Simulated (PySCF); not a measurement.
Species: C7H6Cl2.
SMILES: `C(Cl)(Cl)C1=CC(C1=C)=C`

Theory: PySCF, TDDFT PBE0/def2-SVPD, vertical, gas phase, core orbitals frozen in the response. Geometry: GFN2-xTB, one conformer, isolated molecule. Torsions of this conformer, `[CH2:1]=[C:2]1[CH:3]=[C:4]([CH:5]([Cl:6])[Cl:7])[C:8]1=[CH2:9]`: C3–C4–C5–Cl6 105°.

Problem. List the vertical singlet excitations with oscillator strengths and describe the spectrum.

Solution. 

| state | λ (nm) | E (eV) | f | \|μ\| (D) | main configurations (H = HOMO, L = LUMO) |
| --- | --- | --- | --- | --- | --- |
| S1 | 266.5 | 4.65 | 0.102 | 2.40 | H→L (71%), H-1→L (22%) |
| S2 | 259.1 | 4.79 | 0.067 | 1.92 | H-1→L (54%), H→L+1 (24%), H→L (19%) |
| S3 | 219.3 | 5.65 | 0.232 | 3.29 | H→L+1 (47%), H→L+2 (24%), H-1→L (12%) |
| S4 | 209.9 | 5.91 | 0.095 | 2.06 | H→L+2 (60%), H-2→L (20%) |
| S5 | 209.5 | 5.92 | 0.0074 | 0.57 | H-3→L (90%) |
| S6 | 206.6 | 6.00 | 0.096 | 2.05 | H-2→L (69%), H→L+2 (11%) |
| S7 | 196.9 | 6.30 | 0.012 | 0.72 | H-4→L (86%) |
| S8 | 195.2 | 6.35 | 0.347 | 3.80 | H-1→L+1 (72%), H→L+1 (10%) |

Triplets (Tamm–Dancoff): T1 2.92 eV, H→L (86%); T2 3.67 eV, H-1→L (50%), H→L+1 (36%); T3 4.36 eV, H-1→L+1 (70%), H-1→L (10%).

The lowest singlet comes at 266 nm (449 kJ/mol) in the ultraviolet; it is of moderate strength; its leading configuration is HOMO→LUMO (71%). The strongest level in the table is S8 at 6.35 eV (195 nm, f = 0.347). It is the last of those listed, so stronger ones may follow. Löwdin shares by element: HOMO carbon 69% or more (atoms not listed hold the other 31%); LUMO carbon 55% or more, chlorine 15% or more (atoms not listed hold the other 30%). The oscillator strengths of these states sum to 0.958; summed over the whole spectrum of an exact calculation they would give the number of electrons, 82 (Thomas–Reiche–Kuhn). Weighted by f, the mean energy of these states is 5.81 eV. Of the 8 states listed, 7 reach f = 0.01 and none stays under 0.0005. Only the lowest 8 singlets were computed, as vertical energies without vibronic structure.
